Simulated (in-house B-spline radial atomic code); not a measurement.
Configurations of Cl IV (Cl3+), with energies counted from [Ne] 3s2 (3p1/2)2. Level of theory: Dirac-Hartree-Fock, average of each configuration as written, Fermi nucleus of rms radius 3.3654 fm; calculated with an all-electron radial atomic-structure program (B-spline basis). Energies include first-order Breit, QED and recoil terms.

Occupations are held fixed; configurations that lie above the ionisation limit could autoionise.

```
                                   configuration  E - E(ref) (eV)  highest orbital  its <r> (bohr)
                      [Ne] 3s2 (3p1/2)1 (3p3/2)1          -0.6542            3p3/2           1.528
                      [Ne] 3s2 (3p1/2)1 (5f7/2)1           42.062            5f7/2           7.711
                           [Ne] 3s2 (3p3/2)1 6s1           42.133            6s1/2           9.173
                      [Ne] 3s1 (3p3/2)2 (5d3/2)1           55.083            5d3/2           7.532
             [Ne] 3s1 (3p1/2)1 (3p3/2)1 (5f7/2)1           55.626            5f7/2           7.685
     [He] 2s2 (2p1/2)2 (2p3/2)3 3s2 (3p1/2)2 7s1            250.3            7s1/2           13.07
[He] 2s2 (2p1/2)1 (2p3/2)4 3s2 (3p1/2)2 (6p3/2)1           251.66            6p3/2           9.783
```

Question: Order these further configurations by energy, lowest first.
A. [Ne] 3s2 (3p3/2)1 (3d3/2)1
B. [Ne] 3s2 (3p3/2)2
C. [Ne] 3s2 (3p3/2)1 (7d5/2)1
D. [Ne] 3s1 (3p3/2)2 (4d3/2)1
E. [He] 2s2 (2p1/2)1 (2p3/2)4 3s2 (3p3/2)2 (3d5/2)1

Answer: B (-0.21263 eV), A (20.337 eV), C (46.228 eV), D (48.981 eV), E (223.42 eV).

Question: How far above the reference does [Ne] 3s2 (3p1/2)1 (6d3/2)1 lie?

Answer: 44.181 eV; its least bound orbital is 6d3/2 with <r> = 11.44 bohr.

Question: How far above the reference does [Ne] 3s2 (3p3/2)1 4s1 lie?

Answer: 25.282 eV; its least bound orbital is 4s1/2 with <r> = 3.242 bohr.

Question: Is the reference the lowest configuration at this level of theory?

Answer: No: [Ne] 3s2 (3p1/2)1 (3p3/2)1 lies 0.6542 eV lower. Averages of configurations without correlation can order differently from the measured ground levels.
